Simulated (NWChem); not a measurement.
Everything below was run with NWChem. System: F3Sb, charge 0, spin multiplicity 1, displaced from the optimised geometry. The structure started from a generated list of species. Level: BP86/def2-TZVP with def2 effective core potentials on Sb.

NWChem printed:

```
             Northwest Computational Chemistry Package (NWChem) 7.3.0
             --------------------------------------------------------

                                NWChem Input Module
                                -------------------

 Scaling coordinates for geometry "geometry" by  1.889725989
 (inverse scale =  0.529177249)

 Turning off AUTOSYM since
 SYMMETRY directive was detected!

                             Geometry "geometry" -> ""
                             -------------------------

 Output coordinates in angstroms (scale by  1.889725989 to convert to a.u.)

  No.       Tag          Charge          X              Y              Z
 ---- ---------------- ---------- -------------- -------------- --------------
    1 Sb                  51.0000     0.00371900     0.35427400     0.00000000
    2 F                    9.0000    -0.85560500    -0.66022400     1.46990900
    3 F                    9.0000    -0.85560500    -0.66022400    -1.46990900
    4 F                    9.0000     1.69013300    -0.68710700     0.00000000

 Effective nuclear repulsion energy (a.u.)     411.3881134483

            Nuclear Dipole moment (a.u.)
            ----------------------------
        X                 Y               Z
 ---------------- ---------------- ----------------
    -0.0000453534    -0.0000396842     0.0000000000

      Symmetry information
      --------------------

 Group name             Cs
 Group number              2
 Group order               2
 No. of unique centers     3

      Symmetry unique atoms

     1    2    4


 Summary of "ao basis" -> "" (spherical)
 ------------------------------------------------------------------------------
       Tag                 Description            Shells   Functions and Types
 ---------------- ------------------------------  ------  ---------------------
 *                         def2-tzvp                  on all atoms

 Summary of "ao basis" -> "ao basis" (spherical)
 ------------------------------------------------------------------------------
       Tag                 Description            Shells   Functions and Types
 ---------------- ------------------------------  ------  ---------------------
 Sb                        def2-tzvp                16       50   6s5p3d2f
 F                         def2-tzvp                11       31   5s3p2d1f

 Summary of "ao basis" -> "ao basis" (spherical)
 ------------------------------------------------------------------------------
       Tag                 Description            Shells   Functions and Types
 ---------------- ------------------------------  ------  ---------------------
 Sb                        def2-tzvp                16       50   6s5p3d2f
 F                         def2-tzvp                11       31   5s3p2d1f

      Symmetry analysis of basis
      --------------------------

        a'         85
        a"         58

            General Information
            -------------------
          SCF calculation type: DFT
          Wavefunction type:  closed shell.
          No. of atoms     :     4
          No. of electrons :    50
           Alpha electrons :    25
            Beta electrons :    25
          Charge           :     0
          Spin multiplicity:     1
          Use of symmetry is: on ; symmetry adaption is: on
          Maximum number of iterations: 100
          AO basis - number of functions:   143
                     number of shells:    49
          Convergence on energy requested:  1.00D-06
          Convergence on density requested:  1.00D-05
          Convergence on gradient requested:  5.00D-04

              XC Information
              --------------
                    Becke 1988 Exchange Functional  1.000
                Perdew 1981 Correlation Functional  1.000 local
                Perdew 1986 Correlation Functional  1.000 non-local

             Grid Information
             ----------------
          Grid used for XC integration:  medium
          Radial quadrature: Mura-Knowles
          Angular quadrature: Lebedev.
          Tag              B.-S. Rad. Rad. Pts. Rad. Cut. Ang. Pts.
          ---              ---------- --------- --------- ---------
          Sb                  1.45      123           7.0       590
[...]
    59     -0.202934  2 F  px                90      0.202934  3 F  px
   126      0.173536  4 F  pz                62     -0.150166  2 F  px
    93      0.150166  3 F  px                58     -0.147403  2 F  pz

 Vector   25  Occ=2.000000D+00  E=-3.218153D-01  Symmetry=a'
              MO Center= -7.0D-04, -7.7D-02,  6.0D-14, r^2= 3.4D+00
   Bfn.  Coefficient  Atom+Function         Bfn.  Coefficient  Atom+Function
  ----- ------------  ---------------      ----- ------------  ---------------
     6      0.364266  1 Sb s                  5      0.346491  1 Sb s
     3     -0.251249  1 Sb s                119     -0.236185  4 F  py
    57     -0.234818  2 F  py                88     -0.234818  3 F  py
     2      0.221198  1 Sb s                122     -0.188463  4 F  py
    11     -0.187307  1 Sb py                14      0.187126  1 Sb py

 Vector   26  Occ=0.000000D+00  E=-1.122341D-01  Symmetry=a'
              MO Center= -6.1D-02,  5.2D-01, -5.1D-10, r^2= 3.2D+00
   Bfn.  Coefficient  Atom+Function         Bfn.  Coefficient  Atom+Function
  ----- ------------  ---------------      ----- ------------  ---------------
    16      0.480373  1 Sb px                13      0.375781  1 Sb px
    10     -0.362495  1 Sb px                19      0.353877  1 Sb px
    32      0.194775  1 Sb d -2             119     -0.148538  4 F  py
   122     -0.121954  4 F  py                22     -0.108058  1 Sb d -2
   125     -0.103113  4 F  py               117     -0.093021  4 F  s

 Vector   27  Occ=0.000000D+00  E=-1.122242D-01  Symmetry=a"
              MO Center=  7.2D-02,  5.2D-01,  5.1D-10, r^2= 3.2D+00
   Bfn.  Coefficient  Atom+Function         Bfn.  Coefficient  Atom+Function
  ----- ------------  ---------------      ----- ------------  ---------------
    18      0.480380  1 Sb pz                15      0.375796  1 Sb pz
    12     -0.362507  1 Sb pz                21      0.353935  1 Sb pz
    33      0.193080  1 Sb d -1              57     -0.126812  2 F  py
    88      0.126812  3 F  py               120     -0.116536  4 F  pz
    23     -0.106797  1 Sb d -1              60     -0.104072  2 F  py

 Vector   28  Occ=0.000000D+00  E=-7.800213D-02  Symmetry=a'
              MO Center=  1.3D-03,  1.3D-01,  6.5D-14, r^2= 3.4D+00
   Bfn.  Coefficient  Atom+Function         Bfn.  Coefficient  Atom+Function
  ----- ------------  ---------------      ----- ------------  ---------------
     5      0.559307  1 Sb s                 17     -0.472685  1 Sb py
    20     -0.427739  1 Sb py                14     -0.333856  1 Sb py
    11      0.325235  1 Sb py                 3     -0.256840  1 Sb s
     2      0.227711  1 Sb s                  4     -0.182627  1 Sb s
   118      0.178261  4 F  px                 6      0.160029  1 Sb s

 center of mass
 --------------
 x =   0.00052275 y =   0.04984847 z =   0.00000000

 moments of inertia (a.u.)
 ------------------
         438.098411227623           1.574258333073           0.000000000000
           1.574258333073         586.313707443005           0.000000000000
           0.000000000000           0.000000000000         438.063929621799

     Multipole analysis of the density
     ---------------------------------

     L   x y z        total         alpha         beta         nuclear
     -   - - -        -----         -----         ----         -------
     0   0 0 0     -0.000000    -25.000000    -25.000000     50.000000

     1   1 0 0      0.016940      0.106883      0.106883     -0.196826
     1   0 1 0      1.621177     10.183339     10.183339    -18.745502
     1   0 0 1      0.000000      0.000000      0.000000      0.000000

     2   2 0 0    -31.989942    -85.427786    -85.427786    138.865630
     2   1 1 0      0.034598      0.469716      0.469716     -0.904833
     2   1 0 1     -0.000000     -0.000000     -0.000000      0.000000
     2   0 2 0    -28.728212    -41.114768    -41.114768     53.501325
     2   0 1 1     -0.000000     -0.000000     -0.000000      0.000000
     2   0 0 2    -31.990471    -85.437053    -85.437053    138.883635

            General Information
            -------------------
          SCF calculation type: DFT
          Wavefunction type:  closed shell.
          No. of atoms     :     4
          No. of electrons :    50
           Alpha electrons :    25
            Beta electrons :    25
          Charge           :     0
          Spin multiplicity:     1
          Use of symmetry is: on ; symmetry adaption is: on
          Maximum number of iterations: 100
          AO basis - number of functions:   143
                     number of shells:    49
          Convergence on energy requested:  1.00D-06
          Convergence on density requested:  1.00D-05
          Convergence on gradient requested:  5.00D-04

              XC Information
              --------------
                    Becke 1988 Exchange Functional  1.000
                Perdew 1981 Correlation Functional  1.000 local
                Perdew 1986 Correlation Functional  1.000 non-local

             Grid Information
             ----------------
          Grid used for XC integration:  medium
          Radial quadrature: Mura-Knowles
          Angular quadrature: Lebedev.
          Tag              B.-S. Rad. Rad. Pts. Rad. Cut. Ang. Pts.
          ---              ---------- --------- --------- ---------
          Sb                  1.45      123           7.0       590
          F                   0.50       49           8.0       434
          Grid pruning is: on
          Number of quadrature shells:   221
          Spatial weights used:  Erf1

          Convergence Information
          -----------------------
          Convergence aids based upon iterative change in
          total energy or number of iterations.
          Levelshifting, if invoked, occurs when the
          HOMO/LUMO gap drops below (HL_TOL):  1.00D-02
          DIIS, if invoked, will attempt to extrapolate
          using up to (NFOCK): 10 stored Fock matrices.

                    Damping( 0%)  Levelshifting(0.5)       DIIS
                  --------------- ------------------- ---------------
          dE  on:    start            ASAP                start
          dE off:    2 iters        100 iters           100 iters

      Screening Tolerance Information
      -------------------------------
          Density screening/tol_rho:  1.00D-10
          AO Gaussian exp screening on grid/accAOfunc:  14
          CD Gaussian exp screening on grid/accCDfunc:  20
          XC Gaussian exp screening on grid/accXCfunc:  20
          Schwarz screening/accCoul:  1.00D-08

                            NWChem DFT Gradient Module
                            --------------------------

  charge          =   0.00
  wavefunction    = closed shell

  Using symmetry

                         DFT ENERGY GRADIENTS

    atom               coordinates                        gradient
                 x          y          z           x          y          z
   1 Sb      0.007028   0.669481   0.000000    0.000395   0.039546   0.000000
   2 F      -1.616859  -1.247642   2.777725   -0.010531  -0.013068   0.018006
   3 F      -1.616859  -1.247642  -2.777725   -0.010531  -0.013068  -0.018006
   4 F       3.193888  -1.298444   0.000000    0.020666  -0.013411   0.000000

                 ----------------------------------------
                 |  Time  |  1-e(secs)   |  2-e(secs)   |
                 ----------------------------------------
                 |  CPU   |       0.06   |       4.68   |
                 ----------------------------------------
                 |  WALL  |       0.06   |       4.68   |
                 ----------------------------------------

 Task  times  cpu:       11.1s     wall:       11.1s

 Total times  cpu:       11.1s     wall:       11.1s
```

Write an NWChem input that would produce this output.

This is not unique; one that fits is 
```
start mol
memory heap 200 mb stack 900 mb global 1100 mb
geometry units angstroms nocenter noautoz
  Sb     0.003719     0.354274     0.000000
  F     -0.855605    -0.660224     1.469909
  F     -0.855605    -0.660224    -1.469909
  F      1.690133    -0.687107     0.000000
  symmetry group Cs
end
basis spherical
  * library def2-tzvp
end
ecp
  Sb library def2-ecp
end
dft
  xc becke88 perdew86
  semidirect memsize 60000000 filesize 0
  iterations 100
  tolerances tight
end
task dft gradient
```
